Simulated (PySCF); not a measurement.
## As2: energy against distance

Set-up: basis As x2c-TZVPPall; spin-free X2C with a Gaussian nucleus; PySCF 2.14. Energies in eV from As + As in their ground configurations at the same level. State: ¹Σg⁺ (singlet), closed shell.

```json
{"R (Å)": "1.796", "r²SCAN": "-1.918"}
{"R (Å)": "1.879", "r²SCAN": "-2.983"}
{"R (Å)": "1.963", "r²SCAN": "-3.577"}
{"R (Å)": "2.025", "r²SCAN": "-3.794"}
{"R (Å)": "2.088", "r²SCAN": "-3.863"}
{"R (Å)": "2.151", "r²SCAN": "-3.818"}
{"R (Å)": "2.234", "r²SCAN": "-3.628"}
{"R (Å)": "2.339", "r²SCAN": "-3.248"}
{"R (Å)": "2.464", "r²SCAN": "-2.672"}
{"R (Å)": "2.631", "r²SCAN": "-1.820"}
```

Question: Put a parabola through the three lowest points of the r²SCAN curve and estimate Re, k and ωe (reduced mass 37.46 u; 1 eV/Å² = 0.16022 mdyn/Å; ωe = 1302.8·√(k/μ) cm⁻¹).

Answer: Through R = 2.025, 2.088, 2.151 Å the second-order coefficient is 14.4 eV/Å², so Re ≈ 2.095 Å, k ≈ 4.60 mdyn/Å and ωe ≈ 457 cm⁻¹. A polynomial fit of higher order to the unrounded r²SCAN energies gives Re = 2.092 Å, k = 4.54 mdyn/Å, ωe = 453 cm⁻¹; anharmonicity and rounding make the difference.

The higher-order fit for each curve: r²SCAN: Re = 2.092 Å, ωe = 453 cm⁻¹, De = 3.86 eV.
